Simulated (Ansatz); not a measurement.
BH2I (SMILES BI) moved off its minimum; all values from Ansatz (a first-principles code), cores frozen in correlated methods. Elements past Kr take the def2 small-core potentials, without spin–orbit coupling.
(charge 0, multiplicity 1)
```xyz
4

B     -1.11969    -1.58947     0.30855
H     -0.67744    -2.34516     1.04755
H     -2.01763    -1.68784    -0.42700
I      0.20915     0.11637    -0.04367
```

Forces at PBE/def2-TZVPP (eV/Å):

```tsv
atom	Fx	Fy	Fz
B1	1.157	1.400	-0.951
H2	0.164	-0.805	0.959
H3	-0.693	-0.009	-0.197
I4	-0.628	-0.586	0.189
```

**Question.** Give the forces (eV/Å), the total energy and the dipole at CCSD(T)/def2-TZVPPD.

**Answer.** 
| atom | Fx | Fy | Fz |
|---|---|---|---|
| B1 | 1.200 | 1.346 | -1.009 |
| H2 | 0.015 | -0.721 | 0.840 |
| H3 | -0.571 | -0.042 | -0.028 |
| I4 | -0.645 | -0.583 | 0.197 |
Energy -322.8020 hartree, dipole 0.83 D.
